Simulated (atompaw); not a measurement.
Reading a pseudo-wave (Tl)

Columns: radius, all-electron u(r) and pseudo u(r) of the 6s shell (level -9.88 eV) of thallium in the configuration [Xe] 4f14 5d10 6s1.75 6p1.25; PBE, scalar-relativistic, PAW (atompaw) scheme, atompaw 4.2.0.5.

| r (bohr) | all-electron | pseudo |
| --- | --- | --- |
| 0.104 | -0.1200 | 0.0586 |
| 0.208 | 0.0376 | 0.1168 |
| 0.312 | 0.2301 | 0.1744 |
| 0.415 | 0.0741 | 0.2304 |
| 0.519 | -0.1684 | 0.2856 |
| 0.623 | -0.3223 | 0.3391 |
| 0.727 | -0.3523 | 0.3905 |
| 0.831 | -0.2849 | 0.4395 |
| 0.935 | -0.1591 | 0.4858 |
| 1.038 | -0.0100 | 0.5286 |
| 1.142 | 0.1424 | 0.5685 |
| 1.246 | 0.2829 | 0.6046 |
| 1.350 | 0.4046 | 0.6368 |
| 1.454 | 0.5049 | 0.6648 |
| 1.558 | 0.5839 | 0.6882 |
| 1.662 | 0.6431 | 0.7069 |
| 1.765 | 0.6846 | 0.7207 |
| 1.869 | 0.7115 | 0.7295 |
| 1.973 | 0.7257 | 0.7331 |
| 2.077 | 0.7293 | 0.7316 |
| 2.181 | 0.7245 | 0.7248 |
| 2.285 | 0.7129 | 0.7129 |
| 2.388 | 0.6960 | 0.6960 |
| 2.492 | 0.6750 | 0.6750 |
| 2.596 | 0.6510 | 0.6510 |
| 2.700 | 0.6249 | 0.6249 |

Q: How many radial nodes do the two functions have?

A: The all-electron 6s function has n − l − 1 = 5 (the table is too coarse to show those close to the nucleus); the pseudo-wave has 0, since the states of the same l below it are removed with the core.

Q: At about which radius was the pseudo-wave matched?

A: 2.30 bohr. The columns agree to 0.0005 from 2.18 bohr on; several derivatives are matched, so the curves merge somewhat inside the radius.

Q: Is the pseudo-wave norm-conserving?

A: No, it belongs to a PAW set: the norm inside the radius is not constrained, and the difference is carried by the augmentation charge.
